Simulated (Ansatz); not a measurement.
Geometry optimisation, RKS CAM-B3LYP-D4/STO-3G in Ansatz.

input.yaml

```yaml
crystal:
  periodic: [false, false, false]
  atoms:
    - { symbol: B, position_ang: [-1.0334, -1.6166, 0.3108] }
    - { symbol: C, position_ang: [-0.8341, -0.2919, -0.6032] }
    - { symbol: F, position_ang: [-0.3182, -0.6687, -1.8276] }
    - { symbol: Si, position_ang: [0.4141, 0.8967, 0.2611] }
    - { symbol: "N", position_ang: [1.9436, 0.1078, 0.4613] }
    - { symbol: O, position_ang: [0.5178, 2.3258, -0.678] }
    - { symbol: H, position_ang: [-1.5417, -1.4556, 1.3736] }
    - { symbol: H, position_ang: [-0.7521, -2.6287, -0.1046] }
    - { symbol: H, position_ang: [-1.7929, 0.2421, -0.7394] }
    - { symbol: H, position_ang: [-0.2074, 1.2426, 1.6054] }
    - { symbol: H, position_ang: [2.61117, 0.59155, -0.11078] }
    - { symbol: H, position_ang: [2.24291, 0.19868, 1.46336] }
    - { symbol: H, position_ang: [-0.4285, 2.7548, -0.6857] }
basis:
  gaussian: { orbitals: STO-3G }
hamiltonian:
  xc: cam_b3lyp
  dispersion: d4
relax:
  f_tol: 0.015
  max_steps: 40
```

Run as:

```bash
$ ansatz run input.yaml --threads 1 --pin off --max-ram 2048MiB --backend cpu --events-out ev --progress --plain --runs-dir out
```

Problem. Where does it end, and by what steps?

Solution. The run converged. Limits of this set-up: minimal basis. After 30 steps the energy has fallen by 2.480 eV; H13 moved furthest, 1.54 Å. Joined: B1–N5.

| step | energy less start (eV) | largest force component (eV/Å) | accepted |
| --- | --- | --- | --- |
| 0 | 0.0000 | 3.170 | yes |
| 2 | -0.4591 | 0.806 | yes |
| 4 | -0.5338 | 0.337 | yes |
| 6 | -0.5660 | 0.526 | yes |
| 8 | -0.5809 | 0.391 | yes |
| 10 | -0.6212 | 0.111 | yes |
| 12 | -0.8620 | 0.986 | yes |
| 14 | -1.8372 | 1.085 | yes |
| 16 | -2.2753 | 0.738 | yes |
| 18 | -2.3630 | 0.911 | yes |
| 20 | -2.3946 | 0.774 | no |
| 22 | -2.4649 | 0.285 | yes |
| 24 | -2.4731 | 0.042 | yes |
| 26 | -2.4780 | 0.108 | yes |
| 28 | -2.4800 | 0.048 | yes |
| 30 | -2.4803 | 0.013 | yes |

```xyz
13
Properties=species:S:1:pos:R:3
B -0.036 -1.238 0.189
C -1.110 -0.153 -0.458
F -1.214 -0.110 -1.866
Si -0.092 1.251 0.318
N 1.077 -0.120 0.707
O 0.715 2.429 -0.578
H -0.449 -1.777 1.142
H 0.473 -1.948 -0.590
H -2.134 -0.205 -0.030
H -0.427 1.840 1.593
H 1.956 -0.140 0.140
H 1.380 -0.241 1.700
H 0.683 2.110 -1.541
```

Run time: 2.5 min on 1 thread of Arm Neoverse V1, on a shared host, peak memory 0.21 GiB.
